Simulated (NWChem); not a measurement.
System: Ge3H7, doublet; SMILES [GeH3][GeH][GeH3]

NWChem input:

```
start job
memory heap 200 mb stack 900 mb global 1100 mb
geometry units angstroms noautoz
  Ge     0.529564     2.060922    -0.119673
  Ge    -0.690137    -0.003832     0.248721
  Ge     0.572409    -2.055864    -0.038080
  H      0.961214     2.213717    -1.594162
  H      1.790620     2.069401     0.763917
  H     -0.354844     3.263462     0.259198
  H     -2.002455    -0.034086    -0.576199
  H      1.008661    -2.257188    -1.505370
  H     -0.287698    -3.260484     0.387267
  H      1.832463    -2.004042     0.845450
end
basis spherical
  * library 6-31g*
end
dft
  odft
  mult 2
  xc mpw1k
  iterations 150
  mulliken
end
task dft energy
```

Parts of the log:

```
             Northwest Computational Chemistry Package (NWChem) 7.3.0
             --------------------------------------------------------

 CS  symmetry detected

                             Geometry "geometry" -> ""
                             -------------------------

 Output coordinates in angstroms (scale by  1.889725989 to convert to a.u.)

  No.       Tag          Charge          X              Y              Z
 ---- ---------------- ---------- -------------- -------------- --------------
    1 Ge                  32.0000     0.40531978     0.00009827     2.05890870
    2 Ge                  32.0000    -0.87791190     0.03272583     0.00000000
    3 Ge                  32.0000     0.40531978     0.00009827    -2.05890870
    4 H                    1.0000     1.16656044    -1.33141616     2.23601911
    5 H                    1.0000     1.42835171     1.15074665     2.03723681
    6 H                    1.0000    -0.53613886     0.19031260     3.26277411
    7 H                    1.0000    -1.96483184    -1.07280203     0.00000000
    8 H                    1.0000     1.16656044    -1.33141616    -2.23601911
    9 H                    1.0000    -0.53613886     0.19031260    -3.26277411
   10 H                    1.0000     1.42835171     1.15074665    -2.03723681

 Effective nuclear repulsion energy (a.u.)     720.5545688596

      Symmetry information
      --------------------

 Group name             Cs
 Group number              2
 Group order               2
 No. of unique centers     6

                                 NWChem DFT Module
                                 -----------------

 Summary of "ao basis" -> "ao basis" (spherical)
 ------------------------------------------------------------------------------
       Tag                 Description            Shells   Functions and Types
 ---------------- ------------------------------  ------  ---------------------
 Ge                          6-31g*                 12       32   5s4p3d
 H                           6-31g*                  2        2   2s

      Symmetry analysis of basis
      --------------------------

        a'         62
        a"         48

            General Information
            -------------------
          SCF calculation type: DFT
          Wavefunction type:  spin polarized.
          No. of atoms     :    10
          No. of electrons :   103
           Alpha electrons :    52
            Beta electrons :    51
          Charge           :     0
          Spin multiplicity:     2
          Use of symmetry is: on ; symmetry adaption is: on
          Maximum number of iterations: 150
          AO basis - number of functions:   110
                     number of shells:    50
          Convergence on energy requested:  1.00D-06
          Convergence on density requested:  1.00D-05
          Convergence on gradient requested:  5.00D-04

              XC Information
              --------------
                        MPW1K Method XC Functional
                     Hartree-Fock (Exact) Exchange  0.428
                        mPW91  Exchange Functional  0.572
                Perdew 1991 Correlation Functional  1.000 non-local
            Perdew 1991 LDA Correlation Functional  1.000 local

             Grid Information
             ----------------
          Grid used for XC integration:  medium
          Radial quadrature: Mura-Knowles
          Angular quadrature: Lebedev.
          Tag              B.-S. Rad. Rad. Pts. Rad. Cut. Ang. Pts.
          ---              ---------- --------- --------- ---------
          Ge                  1.25      112          13.0       590
          H                   0.35       45          14.0       434
          Grid pruning is: on
          Number of quadrature shells:   404
          Spatial weights used:  Erf1

      Superposition of Atomic Density Guess
      -------------------------------------

 Sum of atomic energies:       -6228.55193719

      Non-variational initial energy
      ------------------------------

 Total energy =   -6229.520164
 1-e energy   =  -10123.972874
 2-e energy   =    3173.898142
 HOMO         =      -0.138714
 LUMO         =       0.044460

   Symmetry analysis of molecular orbitals - initial alpha
   -------------------------------------------------------

  Numbering of irreducible representations:

     1 a'          2 a"

  Orbital symmetries:

     1 a'          2 a"          3 a'          4 a"          5 a'
     6 a'          7 a'          8 a"          9 a"         10 a'
    11 a"         12 a'         13 a'         14 a"         15 a'
    16 a"         17 a'         18 a'         19 a'         20 a"
    21 a'         22 a"         23 a"         24 a'         25 a'
    26 a"         27 a'         28 a"         29 a'         30 a"
    31 a'         32 a'         33 a"         34 a'         35 a"
    36 a'         37 a"         38 a'         39 a"         40 a'
    41 a'         42 a"         43 a'         44 a"         45 a'
    46 a'         47 a'         48 a"         49 a"         50 a'
    51 a"         52 a'         53 a'         54 a"         55 a'
    56 a"         57 a'         58 a"         59 a'         60 a"
    61 a'         62 a'

   Symmetry analysis of molecular orbitals - initial beta
   ------------------------------------------------------

  Numbering of irreducible representations:

     1 a'          2 a"

  Orbital symmetries:

     1 a'          2 a"          3 a'          4 a"          5 a'
     6 a'          7 a'          8 a"          9 a"         10 a'
    11 a"         12 a'         13 a'         14 a"         15 a'
    16 a"         17 a'         18 a'         19 a'         20 a"
    21 a'         22 a"         23 a"         24 a'         25 a'
    26 a"         27 a'         28 a"         29 a'         30 a"
    31 a'         32 a'         33 a"         34 a'         35 a"
    36 a'         37 a"         38 a'         39 a"         40 a'
    41 a'         42 a"         43 a'         44 a"         45 a'
    46 a'         47 a'         48 a"         49 a"         50 a'
    51 a"         52 a'         53 a'         54 a"         55 a'
    56 a"         57 a'         58 a"         59 a'         60 a"
    61 a'         62 a'

     ---------------------------------------------
      Total Density - Mulliken Population Analysis
     ---------------------------------------------

    Atom       Charge   Shell Charges
 -----------   ------   -------------------------------------------------------
    1 Ge  32    32.02   2.00  2.00  6.00  2.00  5.99  1.22  2.03  0.15  0.52  6.87  2.97  0.27
    2 Ge  32    32.02   2.00  2.00  6.00  2.00  5.99  1.31  1.83  0.22  0.61  6.88  2.96  0.22
    3 Ge  32    32.02   2.00  2.00  6.00  2.00  5.99  1.22  2.03  0.15  0.52  6.87  2.97  0.27
    4 H    1     0.99   0.45  0.54
    5 H    1     0.99   0.45  0.54
    6 H    1     0.99   0.45  0.54
    7 H    1     1.00   0.45  0.55
    8 H    1     0.99   0.45  0.54
    9 H    1     0.99   0.45  0.54
   10 H    1     0.99   0.45  0.54

     --------------------------------------------
      Spin Density - Mulliken Population Analysis
     --------------------------------------------

    Atom       Charge   Shell Charges
 -----------   ------   -------------------------------------------------------
    1 Ge  32     0.06   0.00  0.00  0.00 -0.00  0.00  0.01  0.03 -0.00  0.01  0.00 -0.00  0.01
    2 Ge  32     0.79   0.00  0.00  0.00 -0.00  0.00  0.04  0.43  0.03  0.28  0.00 -0.00 -0.00
    3 Ge  32     0.06   0.00  0.00  0.00 -0.00  0.00  0.01  0.03 -0.00  0.01  0.00 -0.00  0.01
    4 H    1     0.04   0.02  0.02
    5 H    1    -0.00   0.00 -0.00
    6 H    1     0.00   0.00  0.00
    7 H    1     0.02   0.01  0.01
    8 H    1     0.04   0.02  0.02
    9 H    1     0.00   0.00  0.00
   10 H    1    -0.00   0.00 -0.00

   convergence    iter        energy       DeltaE   RMS-Dens  Diis-err
 ---------------- ----- ----------------- --------- --------- ---------
 d= 0,ls=0.0,diis     1  -6234.7121830322 -6.96D+03  3.55D-03  4.36D-02
                                                     3.04D-03  4.00D-02
 d= 0,ls=0.0,diis     2  -6234.7477990897 -3.56D-02  1.02D-03  3.16D-03
                                                     9.50D-04  3.01D-03
 d= 0,ls=0.0,diis     3  -6234.7499965382 -2.20D-03  3.43D-04  1.45D-03
                                                     2.64D-04  1.38D-03
 d= 0,ls=0.0,diis     4  -6234.7507516534 -7.55D-04  6.75D-05  1.02D-04
                                                     5.35D-05  9.16D-05
 d= 0,ls=0.0,diis     5  -6234.7507861318 -3.45D-05  4.68D-05  3.99D-06
                                                     4.58D-05  5.95D-06
  Resetting Diis
 d= 0,ls=0.0,diis     6  -6234.7507947106 -8.58D-06  1.63D-05  7.70D-07
                                                     1.67D-05  6.43D-07
 d= 0,ls=0.0,diis     7  -6234.7507957857 -1.08D-06  4.84D-06  5.14D-08
                                                     4.88D-06  6.73D-08
 d= 0,ls=0.0,diis     8  -6234.7507959090 -1.23D-07  2.16D-06  1.82D-08
                                                     2.40D-06  1.50D-08

         Total DFT energy =    -6234.750795909032
      One electron energy =   -10126.955003271552
           Coulomb energy =     3411.802441766565
    Exchange-Corr. energy =     -240.152803263682
 Nuclear repulsion energy =      720.554568859638

 Numeric. integr. density =      102.999883402303

                  Occupations of the irreducible representations
                  ----------------------------------------------

                     irrep           alpha         beta
                     --------     --------     --------
                     a'               30.0         29.0
                     a"               22.0         22.0

                    DFT Final Alpha Molecular Orbital Analysis
                    ------------------------------------------

 Vector   50  Occ=1.000000D+00  E=-3.564489D-01  Symmetry=a'
              MO Center= -4.8D-01, -6.9D-02,  9.6D-14, r^2= 4.9D+00
   Bfn.  Coefficient  Atom+Function         Bfn.  Coefficient  Atom+Function
  ----- ------------  ---------------      ----- ------------  ---------------
    43      0.337238   2 Ge px              104     -0.262600   7 H  s
    44      0.243759   2 Ge py              103     -0.232435   7 H  s
    11     -0.185473   1 Ge px               75     -0.185473   3 Ge px
    42     -0.152304   2 Ge s               100     -0.141122   5 H  s
   110     -0.141122  10 H  s                39     -0.137734   2 Ge px

 Vector   51  Occ=1.000000D+00  E=-3.190703D-01  Symmetry=a"
              MO Center= -1.9D-01,  1.6D-02,  9.4D-14, r^2= 5.0D+00
   Bfn.  Coefficient  Atom+Function         Bfn.  Coefficient  Atom+Function
  ----- ------------  ---------------      ----- ------------  ---------------
    45      0.458550   2 Ge pz               13     -0.327538   1 Ge pz
    77     -0.327538   3 Ge pz               41     -0.183436   2 Ge pz
    11     -0.150488   1 Ge px               75      0.150488   3 Ge px
     9      0.132119   1 Ge pz               73      0.132119   3 Ge pz
   102     -0.119402   6 H  s               108      0.119402   9 H  s

 Vector   52  Occ=1.000000D+00  E=-2.459945D-01  Symmetry=a'
              MO Center= -7.6D-01,  1.2D-01, -9.4D-15, r^2= 3.6D+00
   Bfn.  Coefficient  Atom+Function         Bfn.  Coefficient  Atom+Function
  ----- ------------  ---------------      ----- ------------  ---------------
    44      0.544266   2 Ge py               43     -0.355984   2 Ge px
    48      0.266109   2 Ge py               42     -0.225032   2 Ge s
    46      0.205249   2 Ge s                40     -0.198652   2 Ge py
    98      0.137701   4 H  s               106      0.137701   8 H  s
    13      0.129453   1 Ge pz               39      0.129824   2 Ge px

 Vector   53  Occ=0.000000D+00  E= 1.341423D-02  Symmetry=a'
              MO Center= -7.8D-02, -1.4D-02, -1.2D-13, r^2= 8.9D+00
   Bfn.  Coefficient  Atom+Function         Bfn.  Coefficient  Atom+Function
  ----- ------------  ---------------      ----- ------------  ---------------
    46      1.633161   2 Ge s                47      0.824309   2 Ge px
    14     -0.721972   1 Ge s                78     -0.721972   3 Ge s
    17      0.656693   1 Ge pz               81     -0.656693   3 Ge pz
    15      0.477170   1 Ge px               79      0.477170   3 Ge px
    42     -0.434537   2 Ge s                10      0.351518   1 Ge s

 Vector   54  Occ=0.000000D+00  E= 4.039910D-02  Symmetry=a"
              MO Center= -3.1D-01,  1.1D-02, -6.0D-13, r^2= 8.5D+00
   Bfn.  Coefficient  Atom+Function         Bfn.  Coefficient  Atom+Function
  ----- ------------  ---------------      ----- ------------  ---------------
    49      1.558258   2 Ge pz               14     -0.883808   1 Ge s
    78      0.883808   3 Ge s                17      0.749862   1 Ge pz
    81      0.749862   3 Ge pz               10      0.448982   1 Ge s
    74     -0.448982   3 Ge s                15      0.366235   1 Ge px
    79     -0.366235   3 Ge px               45      0.333408   2 Ge pz

 Vector   55  Occ=0.000000D+00  E= 5.006358D-02  Symmetry=a'
              MO Center=  3.3D-01, -8.5D-02,  1.9D-13, r^2= 6.8D+00
   Bfn.  Coefficient  Atom+Function         Bfn.  Coefficient  Atom+Function
  ----- ------------  ---------------      ----- ------------  ---------------
    46      1.107163   2 Ge s                17      0.703829   1 Ge pz
    81     -0.703829   3 Ge pz               14     -0.642485   1 Ge s
    78     -0.642485   3 Ge s               104     -0.553173   7 H  s
   102     -0.489730   6 H  s               108     -0.489730   9 H  s
    47      0.419429   2 Ge px              100      0.391427   5 H  s

                     DFT Final Beta Molecular Orbital Analysis
                     -----------------------------------------

 Vector   49  Occ=1.000000D+00  E=-3.877407D-01  Symmetry=a"
              MO Center=  8.1D-01, -4.2D-01,  2.6D-12, r^2= 7.1D+00
   Bfn.  Coefficient  Atom+Function         Bfn.  Coefficient  Atom+Function
  ----- ------------  ---------------      ----- ------------  ---------------
    12      0.325089   1 Ge py               76     -0.325089   3 Ge py
    98     -0.192809   4 H  s               106      0.192809   8 H  s
    97     -0.189107   4 H  s               105      0.189107   8 H  s
     8     -0.133023   1 Ge py               72      0.133023   3 Ge py
   100      0.109931   5 H  s               110     -0.109931  10 H  s

 Vector   50  Occ=1.000000D+00  E=-3.491582D-01  Symmetry=a'
              MO Center= -5.2D-01, -1.2D-01,  1.9D-14, r^2= 4.6D+00
   Bfn.  Coefficient  Atom+Function         Bfn.  Coefficient  Atom+Function
  ----- ------------  ---------------      ----- ------------  ---------------
    43      0.357507   2 Ge px              104     -0.271029   7 H  s
   103     -0.234430   7 H  s                44      0.210062   2 Ge py
    11     -0.188492   1 Ge px               75     -0.188492   3 Ge px
    42     -0.169436   2 Ge s                39     -0.146184   2 Ge px
    13     -0.141121   1 Ge pz               77      0.141121   3 Ge pz

 Vector   51  Occ=1.000000D+00  E=-3.111700D-01  Symmetry=a"
              MO Center= -1.7D-01,  1.8D-02,  7.0D-14, r^2= 5.0D+00
   Bfn.  Coefficient  Atom+Function         Bfn.  Coefficient  Atom+Function
  ----- ------------  ---------------      ----- ------------  ---------------
    45      0.445928   2 Ge pz               13     -0.328840   1 Ge pz
    77     -0.328840   3 Ge pz               41     -0.179853   2 Ge pz
    11     -0.165906   1 Ge px               75      0.165906   3 Ge px
     9      0.131970   1 Ge pz               73      0.131970   3 Ge pz
   102     -0.117743   6 H  s               108      0.117743   9 H  s

[...]
```

Level: MPW1K/6-31G* (spherical d), spin-unrestricted. Coordinates come from a PBE0/def2-SVP, spin-unrestricted optimisation. No frequency run checked for a minimum. No stability test was run on the SCF state.
